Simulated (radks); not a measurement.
Coulomb parameter of the 4f shell of the ytterbium ion Yb3+ in the model configuration [Xe] 4f12 6p1, as a second difference U = [E(n + 0.25) + E(n - 0.25) - 2 E(n)] / (0.25)^2 with all orbitals relaxed. "Bare": the charge of the atom changes with n. "Screened": the 6p shell takes up the change at fixed total charge, which measures U(4f,4f) + U(6p,6p) - 2 U(4f,6p). Method: scalar-relativistic Kohn-Sham, r2SCAN, spin-unpolarised, spherical densities, finite nucleus; meta-GGA in the generalised Kohn-Sham scheme; Fermi nuclear charge, rms radius 5.3108 fm; computed with a radial shooting solver on a logarithmic mesh with Libxc functionals.

start: configuration [Xe] 4f12 6p1; E - E(n) (eV) 0.000
bare +0.25: configuration [Xe] 4f12.25 6p1; E - E(n) (eV) -11.458
bare -0.25: configuration [Xe] 4f11.75 6p1; E - E(n) (eV) 12.798
screened +0.25: configuration [Xe] 4f12.25 6p0.75; E - E(n) (eV) -6.672
screened -0.25: configuration [Xe] 4f11.75 6p1.25; E - E(n) (eV) 7.317

U(bare) = 21.434 eV, U(screened by 6p) = 10.314 eV, against the Slater integral F0(4f,4f) = 36.207 eV with frozen orbitals.
